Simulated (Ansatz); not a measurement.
Geometry optimisation, RKS CAM-B3LYP-D4/cc-pVDZ (Ansatz).

input.yaml

```yaml
crystal:
  periodic: [false, false, false]
  atoms:
    - { symbol: Si, position_ang: [0.108789, 0.715709, -0.3316] }
    - { symbol: F, position_ang: [1.442993, -0.190922, 0.009744] }
    - { symbol: F, position_ang: [-0.853709, -0.119912, -1.325242] }
    - { symbol: F, position_ang: [-0.688622, 1.004193, 1.04415] }
    - { symbol: H, position_ang: [0.521113, 1.976307, -0.961166] }
    - { symbol: H, position_ang: [0.086093, -1.71507, 0.794664] }
    - { symbol: H, position_ang: [-0.616657, -1.670306, 0.769451] }
basis:
  gaussian: { orbitals: cc-pVDZ }
hamiltonian:
  xc: cam_b3lyp
  dispersion: d4
relax:
  f_tol: 0.03
  max_steps: 50
```

Launched with:

```bash
$ ansatz run input.yaml --threads 2 --pin off --max-ram 3072MiB --backend cpu --events-out ev --progress --plain --runs-dir out
```

Task: Where does it end, and by what steps?

Result: It converged. The force dipped under the threshold on the way, but the program's further checks kept it going. After 31 steps the energy has fallen by 0.173 eV; H7 moved furthest, 1.56 Å.

| step | energy less start (eV) | largest force component (eV/Å) | accepted |
| --- | --- | --- | --- |
| 0 | 0.0000 | 2.486 | yes |
| 2 | -0.1536 | 0.315 | yes |
| 4 | -0.1580 | 0.033 | yes |
| 6 | -0.1532 | 0.637 | no |
| 8 | -0.1595 | 0.052 | yes |
| 10 | -0.1604 | 0.017 | yes |
| 12 | -0.1609 | 0.035 | yes |
| 14 | -0.1619 | 0.084 | yes |
| 16 | -0.1634 | 0.143 | yes |
| 18 | -0.1656 | 0.154 | yes |
| 20 | -0.1685 | 0.100 | yes |
| 22 | -0.1702 | 0.098 | yes |
| 24 | -0.1714 | 0.031 | yes |
| 26 | -0.1713 | 0.121 | no |
| 28 | -0.1720 | 0.063 | yes |
| 30 | -0.1723 | 0.032 | yes |
| 31 | -0.1725 | 0.013 | yes |

```xyz
7
Properties=species:S:1:pos:R:3
Si 0.021 1.106 -0.499
F 0.697 -0.247 0.083
F -1.017 0.679 -1.663
F -0.823 1.792 0.696
H 1.049 2.017 -1.014
H 0.146 -2.341 1.045
H -0.072 -3.006 1.351
```

The run took 42 s on 2 threads of Arm Neoverse V1, with other jobs on the host, peak memory 0.19 GiB.
